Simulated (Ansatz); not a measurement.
C₃H₇AlO, relaxed with RKS PBE-D4/def2-SVP in Ansatz 0.2.0 from a rough embedded geometry. The force threshold is 0.03 eV/Å; the program also tests the step.

Total charge 0; spin multiplicity 1. The bonds changed during the relaxation, so this is another structure than the one it started from.

Start:

```xyz
12

O     0.128    0.268    1.969
C    -0.171    0.607    0.699
C     0.991    0.214   -0.192
C     0.312   -0.825   -1.127
Al   -1.429   -0.685   -0.184
H    -0.701    0.563    2.558
H    -0.469    1.695    0.580
H     1.265    1.115   -0.881
H     1.861   -0.111    0.360
H     0.313   -0.566   -2.136
H     0.805   -1.832   -0.866
H    -2.905   -0.444   -0.779
```

Task: How much energy does the relaxation release, and in how many steps? (Estimate.)

Result: Ansatz gave: 38.13 kcal/mol, in 13 steps, 1 of them rejected.

Task: Which bonds change most? (Estimate.)

Result: Computed: O1–Al5 from 2.823 to 2.049 Å; O1–C2 from 1.348 to 1.553 Å; O1–H6 from 1.059 to 0.979 Å; C4–H10 from 1.041 to 1.108 Å.

Task: Give the relaxed structure. (Best estimate.)

Result: Computed: 
```xyz
12

O    -0.426   -0.133    1.569
C    -0.127    0.976    0.524
C     0.993    0.355   -0.314
C     0.366   -0.875   -1.064
Al   -1.360   -0.346   -0.242
H    -1.085    0.244    2.187
H     0.075    1.930    1.041
H     1.332    1.131   -1.033
H     1.876    0.070    0.305
H     0.474   -0.796   -2.163
H     0.792   -1.850   -0.753
H    -2.910   -0.704   -0.056
```
